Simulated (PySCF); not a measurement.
Job file and geometry (Å, from GFN2-xTB) of an NMR shielding run on C5H9BCl2O2, PySCF, GIAO PBE0/pcSseg-1 NMR shielding, non-relativistic, gas phase; density fitting, a coarse starting grid and PySCF grid level 2 are the driver's defaults:

```
$ OMP_NUM_THREADS=1 python probes_run.py task.json out

{"job": {"kind": "nmr", "xc": "PBE0", "basis": "pcSseg-1"}, "charge": 0, "multiplicity": 1}
C     -1.991712     0.852812    -0.086808
C     -1.191138    -0.362432    -0.580704
C     -1.580937    -1.629883     0.174416
C      0.253568    -0.038164    -0.366277
O      0.839046    -0.285874     0.708402
O      0.892242     0.561022    -1.308058
C      2.249336     0.858308    -0.896790
B      2.310863     0.256940     0.639013
Cl     2.461391     1.518813     1.934978
Cl     3.416612    -1.163251     0.852688
H     -1.714844     1.748363    -0.637669
H     -1.808193     1.019260     0.971804
H     -3.052310     0.666764    -0.232524
H     -1.352871    -0.483391    -1.655525
H     -1.011399    -2.482781    -0.185239
H     -1.384982    -1.508244     1.236056
H     -2.638828    -1.832212     0.032266
H      2.379360     1.938243    -0.979135
H      2.914992     0.374959    -1.613191
```

**Question.** What does the program print?

**Answer.** 
```
coarse grid: 17520 points
cycle   1  E = -1290.7640497439  dE =  1.533e+00  |g| = 7.870e-01  |ddm| = 3.864e+00
cycle   2  E = -1290.6421808300  dE =  1.219e-01  |g| = 1.169e+00  |ddm| = 1.326e+00
cycle   3  E = -1290.8881658885  dE = -2.460e-01  |g| = 1.520e-01  |ddm| = 7.637e-01
cycle   4  E = -1290.8917512259  dE = -3.585e-03  |g| = 7.471e-02  |ddm| = 1.526e-01
cycle   5  E = -1290.8926836690  dE = -9.324e-04  |g| = 2.385e-02  |ddm| = 5.956e-02
cycle   6  E = -1290.8927862584  dE = -1.026e-04  |g| = 5.120e-03  |ddm| = 1.940e-02
cycle   7  E = -1290.8927915515  dE = -5.293e-06  |g| = 1.479e-03  |ddm| = 5.357e-03
final grid: 161504 points
cycle   8  E = -1290.9693312788  dE = -5.491e-05  |g| = 1.455e-02  |ddm| = 3.500e-02
cycle   9  E = -1290.9692904647  dE =  4.081e-05  |g| = 2.088e-02  |ddm| = 2.164e-02
cycle  10  E = -1290.9693705801  dE = -8.012e-05  |g| = 1.703e-03  |ddm| = 1.300e-02
cycle  11  E = -1290.9693711030  dE = -5.229e-07  |g| = 3.888e-04  |ddm| = 1.279e-03
cycle  12  E = -1290.9693711339  dE = -3.086e-08  |g| = 1.125e-04  |ddm| = 3.607e-04
cycle  13  E = -1290.9693711355  dE = -1.628e-09  |g| = 6.750e-05  |ddm| = 1.122e-04
cycle  14  E = -1290.9693711363  dE = -7.913e-10  |g| = 1.102e-05  |ddm| = 4.826e-05
converged SCF energy = -1290.9693711363

GIAO shielding tensors (ppm)
atom      isotropic    diamagn.    paramagn.     s11        s22        s33       span
  0 C      164.270     247.734     -83.464    148.453    156.431    187.924     39.470
  1 C      150.549     248.399     -97.850    137.105    146.045    168.497     31.391
  2 C      168.166     247.033     -78.867    155.299    162.678    186.521     31.222
  3 C      -12.333     258.926    -271.259    -72.069    -32.585     67.657    139.726
  4 O       11.992     404.769    -392.777   -165.446    -38.485    239.908    405.353
  5 O       84.591     402.949    -318.358    -84.019    131.488    206.305    290.324
  6 C      106.949     252.622    -145.673     81.788     87.535    151.524     69.736
  7 B       89.752     179.666     -89.914     83.320     89.968     95.968     12.648
  8 Cl     851.682    1147.117    -295.435    767.496    830.514    957.036    189.540
  9 Cl     853.602    1146.538    -292.936    770.407    833.566    956.834    186.427
 10 H       30.317      30.278       0.039     25.573     28.710     36.668     11.095
 11 H       30.443      30.497      -0.054     26.571     29.700     35.056      8.485
 12 H       30.343      29.272       1.071     25.988     27.604     37.436     11.448
 13 H       29.033      32.090      -3.057     25.512     27.763     33.823      8.311
 14 H       30.389      29.792       0.598     25.894     28.157     37.118     11.224
 15 H       30.070      30.284      -0.214     25.997     29.619     34.594      8.597
 16 H       30.664      29.049       1.615     25.990     28.087     37.914     11.924
 17 H       27.551      29.848      -2.297     24.191     27.463     30.999      6.808
 18 H       27.514      29.380      -1.867     24.008     27.481     31.052      7.044
```

Size and cost of the density-fitted run: 229 basis functions, 2.4 min wall time on 1 thread of an Intel Xeon, shared host; peak memory 0.96 GiB.
